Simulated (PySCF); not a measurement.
From computed data to an observable: chemical shift, span and skew from a shielding tensor

3,3-difluoro-2-methylprop-1-ene (C4H6F2), SMILES C(F)(F)C(=C)C. Atoms are numbered in the order given.

```xyz
12

C      1.6320     0.7365    -0.2644
C      0.3245     0.6745    -0.0066
C     -0.6166     1.8346    -0.0824
C     -0.3090    -0.6254     0.4050
F     -1.3578    -0.9053    -0.4114
F      0.5544    -1.6579     0.3339
H      2.1037     1.6795    -0.5527
H      2.2626    -0.1519    -0.1961
H     -1.3972     1.6479    -0.8365
H     -0.0873     2.7603    -0.3440
H     -1.1344     1.9921     0.8789
H     -0.7021    -0.5807     1.4389
```
Charge 0, spin multiplicity 1.

Geometry: PBE0-D3(BJ)/def2-SVP. Other conformers were not sampled.

GIAO shieldings from PBE/pcSseg-1 (PySCF), non-relativistic, no solvent. The symmetric part of the tensor of C2 has the principal values -81.6, 37.7, 140.3 ppm. The same nucleus in TMS has σ = 182.0 ppm at this level (PySCF, at its B3LYP-D3(BJ)/def2-TZVP geometry).

Task: Work out the isotropic shielding, the ¹³C shift against TMS, the span and the skew.

Result: 
σ(iso) = (σ11 + σ22 + σ33)/3 = 32.1 ppm. δ = σ(ref) − σ(iso) = 182.0 − (32.1) = 149.9 ppm.
Span Ω = σ33 − σ11 = 221.9 ppm. Skew κ = 3(σ(iso) − σ22)/Ω = -0.08. Tumbling in solution averages the tensor to δ; in a static solid the shielding alone would spread this spin-1/2 line over Ω.
